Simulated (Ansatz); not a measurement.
CH10OSi4, SMILES [SiH3][Si@H]1[SiH2]OC[SiH2]1.

Coordinates come from a PBE0-D3(BJ)/def2-SVP optimisation. The structure was generated by enumeration; whether it is a known compound was not checked. The values are those of a single conformer.

Two levels are set side by side: PBE/def2-SVPD (Ansatz, an electronic-structure program) and CAM-B3LYP/def2-SVPD (Ansatz). Energy differences of separate SCF runs at the same geometry; the states with an electron removed or added have multiplicity 2 and 2. Differences are taken from unrounded values.

```
quantity                            PBE
---------------------------------  ----
vertical ionisation energy (eV)    8.61
vertical singlet–triplet gap (eV)  4.47
```

Question: These are the PBE values. What does CAM-B3LYP give? (An estimate is asked for; the answer gives what the named calculation found.)

Answer: 
```tsv
quantity	CAM-B3LYP	PBE minus CAM-B3LYP
vertical ionisation energy (eV)	9.07	-0.46
vertical singlet–triplet gap (eV)	5.17	-0.70
```
